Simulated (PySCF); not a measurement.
Gas-phase reaction: Ga2H6 + N2H2 ⇌ 2 GaNH2 + 4 H. Level: ωB97X-V/def2-TZVP†; standard pressure 1 bar.

Method: PySCF energies plus ideal-gas RRHO corrections (1 bar). † marks an energy on the PBE0/def2-TZVP geometry and frequencies. Open shells (unrestricted): H (multiplicity 2); the rest are closed-shell singlets. Ga: all electrons, no relativistic terms. Ga2H6, GaNH2: computed as isolated molecules; such fragments, hydroxides, amides, oligomers or adducts are transient or little studied in the gas. The harmonic model lacks anharmonicity and excited electronic states, which grow with temperature; levels with a mode under 35 cm⁻¹ are left out.

```csv
T (K),1000/T (1/K),log10 K
1200,0.8333,-6.48
1400,0.7143,?
1600,0.6250,1.48
1800,0.5556,4.13
2000,0.5000,6.23
2500,0.4000,10.00
```

### Question
Fit log10 K = a + b·(1000/T) to the five rows, get the mean ΔH° and ΔS°, and predict log10 K at 1400 K.

### Answer
Means: 1000/T = 0.5828, log10 K = 3.072. Sums of products about the means: Sxy = -4.01666, Sxx = 0.105543, so b = Sxy/Sxx = -38.06 and a = 3.072 − (-38.06)×0.5828 = 25.25.
ΔH° = −R ln 10 × 1000 K × b = −19.145 × (-38.06) = 729 kJ; ΔS° = R ln 10 × a = 483 J/K. The run's own values go from 733 kJ and 487 J/K at 1200 K to 717 kJ and 478 J/K at 2500 K.
Prediction at 1400 K: 25.25 + (-38.06)×0.7143 = -1.94. The computed value is -1.92, 0.02 from the line.
For scale, ΔH°(298 K) is 715 kJ at this level, 688 kJ at ωB97M-V/def2-TZVP†, and runs from 476 to 786 kJ over the 19 levels computed.
